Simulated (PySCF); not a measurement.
Radial density of V⁺ (vanadium, charge +1)

M06, [Ar] 3d4, high-spin 5D determinant. All numbers are calculated (PySCF 2.14, scalar relativity by spin-free X2C-1e, in aug-cc-pVTZ-DK (8s7p5d3f2g, 93 functions)).

| r (bohr) | 4πr²ρ (e/bohr) | 4πr²(ρα − ρβ) |
| --- | --- | --- |
| 0.00118 | 0.1897 | 0.0000 |
| 0.00199 | 0.4835 | 0.0000 |
| 0.00335 | 1.206 | 0.0001 |
| 0.00563 | 2.903 | 0.0002 |
| 0.00947 | 6.567 | 0.0004 |
| 0.0159 | 13.31 | 0.0009 |
| 0.0268 | 22.32 | 0.0016 |
| 0.0450 | 27.47 | 0.0023 |
| 0.0758 | 22.99 | 0.0056 |
| 0.127 | 22.03 | 0.0277 |
| 0.214 | 29.74 | 0.1446 |
| 0.361 | 16.79 | 0.6843 |
| 0.607 | 9.709 | 1.9541 |
| 1.02 | 10.63 | 2.4539 |
| 1.72 | 2.933 | 1.3865 |
| 2.89 | 0.4365 | 0.4034 |
| 4.85 | 0.03360 | 0.0336 |
| 8.17 | 0.0005173 | 0.0005 |

Densities and radii are taken from the X2C orbitals without a picture-change correction, which distorts them close to the nucleus.
